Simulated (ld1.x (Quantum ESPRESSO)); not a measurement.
silver, TM: configuration errors across variants

silver, norm-conserving Troullier–Martins (Kleinman–Bylander form), made with ld1.x (Quantum ESPRESSO) 7.5 (LDA (PZ), fully relativistic). Core [Ar] 3d10, reference 4s2 4p6 4d10 5s0 5p0 (charge +1). Waves: 4p (bound): rc 1.20 bohr; 4d (bound): rc 1.35 bohr; 4s (bound): rc 1.35 bohr. Local part: the s channel. Core correction: Bessel-smoothed model core, default radius (core density twice the valence density).

Open shells are filled in proportion to 2j + 1 (rel_dist='average').

All-electron excitation energies from the reference (eV): (1) 4s2 4p6 4d10 5s1 5p0 -8.104; (2) 4s2 4p6 4d9 5s0 5p0 22.384; (3) 4s2 4p6 4d8 5s0 5p0 58.816; (4) 4s2 4p6 4d10 5s0.5 5p0 -4.918; (5) 4s2 4p6 4d9 5s1 5p1 0.463; (6) 4s2 4p6 4d9 5s2 5p0 -4.142; (7) 4s1 4p6 4d10 5s1 5p0 93.963.

The default core radius of the base comes out at 0.59 bohr.

Tests that are not counted but printed errors over 1 eV. “wave 4s (bound): rc 1.35 bohr becomes 4s (bound): rc 1.94 bohr”: 4s2 4p6 4d9 5s1 5p1 (solver errors, printed error -4.3 eV).

3 further variants failed, have other tests or another functional or relativity, and are left out.

A true bound ghost makes a file unfit for plane-wave use even where its test errors are small: the radial tests pick states by their node count and pass the ghost by. Where a test does run into it, the solver fails or the error is huge.

The file “local potential the p channel” misses its own reference levels by 3.5 eV.

Errors AE − PS in meV (a dash: test not solved or not reliable):

| change | (1) | (2) | (3) | (4) | (5) | (6) | (7) | bound ghosts |
| --- | --- | --- | --- | --- | --- | --- | --- | --- |
| base | +848 | +13 | +68 | +490 | +1322 | +2086 | +1429 | none |
| core correction Bessel-smoothed model core inside 1.32 bohr | +850 | +13 | +69 | +490 | +1327 | +2099 | +1442 | none |
| wave 4d (bound): rc 1.35 bohr becomes 4d (bound): rc 0.96 bohr | +848 | +16 | +76 | +490 | +1325 | +2090 | +1443 | none |
| local potential the p channel | +369 | +2.7 | +16 | +215 | +543 | +923 | +580 | not determined |
| wave 4s (bound): rc 1.35 bohr becomes 4s (bound): rc 1.94 bohr | – | +91 | +431 | +2761 | – | – | +7173 | s (extra level of the local part) |

Q: Give the same row for: wave 4p (bound): rc 1.20 bohr becomes 4p (bound): rc 1.62 bohr.

A: +848, +13, +71, +490, +1400, +2085, +1444; bound ghosts: none.
